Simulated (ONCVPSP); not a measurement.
# Logarithmic derivatives: selenium, ONCV

ONCVPSP 4.0.1 input, shortened (lines: element, Z, core and valence counts, functional; n l f; lmax; l rc ep ncon nbas qcut; lloc lpopt rc5 dvloc0; l nproj debl; icmod fcfact rcfact), LDA (Perdew-Wang 92), scalar-relativistic:

```
  Se 34.00    3    5  -001012      upf
    1    0    2.00
    2    0    2.00
    2    1    6.00
    3    0    2.00
    3    1    6.00
    3    2   10.00
    4    0    2.00
    4    1    4.00
    2
    0    0.90    0.00    3    6   11.40
    1    0.85    0.00    4    7   19.50
    2    1.05    0.00    3    8   15.50
    4    5    0.70    0.00
    0    2    3.40
    1    3    3.50
    2    2    1.00
    3    3.50    1.45
```

In the d channel the program set the typed energies aside and used -1.962, 0.250 Ha.

The phase is arctan(r·R′/R) of the radial function R(r), unwrapped; energies in Ha, scanned from -9 to 5 Ha. A pole is an energy at which the radial function vanishes at the test radius. The pseudo phase is shifted by a multiple of π to meet the all-electron one at the reference energy, and phase errors are pseudo minus all-electron; the curves can meet again beyond the range given. Levels narrower than the energy grid can be missing from the lists of poles.

```csv
channel,radius (bohr),reference energy (Ha),"poles, all-electron","poles, pseudo",unbroken range about the reference energy with phases within 0.05 rad,phase error 1 Ha above the reference energy (rad)
s,0.91,-0.64,-6.12,-6.12,the whole range,+0.000
p,0.86,-0.24,-3.09,-3.09,the whole range,+0.000
d,1.07,-1.96,-1.08,-1.08,the whole range,+0.000
```

Phases in the p channel:

```json
{"E (Ha)": "-8.96", "all-electron": "0.498", "pseudo": "0.499"}
{"E (Ha)": "-8.24", "all-electron": "0.110", "pseudo": "0.110"}
{"E (Ha)": "-7.52", "all-electron": "-0.405", "pseudo": "-0.405"}
{"E (Ha)": "-6.80", "all-electron": "-0.847", "pseudo": "-0.847"}
{"E (Ha)": "-6.08", "all-electron": "-1.129", "pseudo": "-1.129"}
{"E (Ha)": "-5.36", "all-electron": "-1.303", "pseudo": "-1.303"}
{"E (Ha)": "-4.64", "all-electron": "-1.418", "pseudo": "-1.418"}
{"E (Ha)": "-3.92", "all-electron": "-1.499", "pseudo": "-1.499"}
{"E (Ha)": "-3.20", "all-electron": "-1.562", "pseudo": "-1.562"}
{"E (Ha)": "-2.48", "all-electron": "-1.614", "pseudo": "-1.613"}
{"E (Ha)": "-1.76", "all-electron": "-1.658", "pseudo": "-1.658"}
{"E (Ha)": "-1.04", "all-electron": "-1.699", "pseudo": "-1.699"}
{"E (Ha)": "-0.32", "all-electron": "-1.738", "pseudo": "-1.738"}
{"E (Ha)": "0.40", "all-electron": "-1.777", "pseudo": "-1.777"}
{"E (Ha)": "1.12", "all-electron": "-1.818", "pseudo": "-1.818"}
{"E (Ha)": "1.84", "all-electron": "-1.863", "pseudo": "-1.863"}
{"E (Ha)": "2.56", "all-electron": "-1.914", "pseudo": "-1.914"}
{"E (Ha)": "3.28", "all-electron": "-1.974", "pseudo": "-1.974"}
{"E (Ha)": "4.00", "all-electron": "-2.047", "pseudo": "-2.047"}
{"E (Ha)": "4.72", "all-electron": "-2.140", "pseudo": "-2.140"}
```
